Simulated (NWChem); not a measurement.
Molecule: Si₂H₄SCl₂; SMILES Cl[SiH2]S[SiH2]Cl

```xyz
9

Si    -0.8950    -1.7384    -0.3635
Cl     0.6388    -3.0689    -0.8051
S     -0.3256    -0.2591     1.0923
Si     0.7747     1.1582    -0.0963
Cl    -0.4583     2.4558    -1.1517
H     -1.2842    -1.0922    -1.6354
H     -2.0004    -2.5006     0.2508
H      1.6163     0.4590    -1.0910
H      1.5664     1.9558     0.8615
```
Atoms are numbered in this order, from 1.

Level: B3LYP/6-31G* (spherical d) (NWChem), optimised geometry, unscaled harmonic frequencies. B3LYP is NWChem's, with the RPA form of VWN correlation.

**Question.** List the harmonic frequencies with IR intensities, and the thermochemistry.

**Answer.** 
```
frequency (cm⁻¹)  IR intensity (km/mol)
----------------  ---------------------
21                                  1.1
44                                  2.2
100                                 0.2
176                                 1.2
195                                 7.8
452                                 0.7
491                                55.6
533                                73.9
548                                19.6
558                               231.5
602                                42.7
727                                 3.2
748                                 0.6
851                               465.4
896                               131.9
941                               228.7
945                                22.2
2288                              122.9
2291                               27.3
2315                              110.9
2316                               98.2
```

```json
{
  "zero_point_energy": "25.8 kcal/mol",
  "thermal correction to the enthalpy at 298.15 K (with zero-point energy)": "31.5 kcal/mol",
  "heat capacity Cv": "26.2 cal/(mol K)",
  "entropy at 298.15 K and 1 atm (symmetry number 2)": "93.9 cal/(mol K)",
  "dipole_moment": "0.08 D"
}
```

Rigid rotor and harmonic oscillator; modes under 100 cm⁻¹ make the entropy uncertain.
